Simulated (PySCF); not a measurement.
Electron correlation in Ge (germanium, neutral)

[Ar] 3d10 4s1 4p3, high-spin 5S determinant (an excited configuration). Calculation: PySCF 2.14, in aug-cc-pVQZ-PP with one added diffuse shell each of s, p, d, f, g type with ECP10MDF (8s7p6d4f3g, 114 functions); scalar relativity through the core potential. Frozen: 3s2 3p6 3d10; 4 electrons correlated.

MP2 pair energies summed by pair of shells (mhartree):

```tsv
pair	energy	share (%)
4p-4p	-15.25	78.9
4s-4p	-4.09	21.1
```

Total MP2 correlation energy: -19.34 mhartree.

Same-spin part -19.34 and opposite-spin part 0.00 mhartree; SCS-MP2 scales them by 1/3 and 6/5 to -6.45 mhartree.
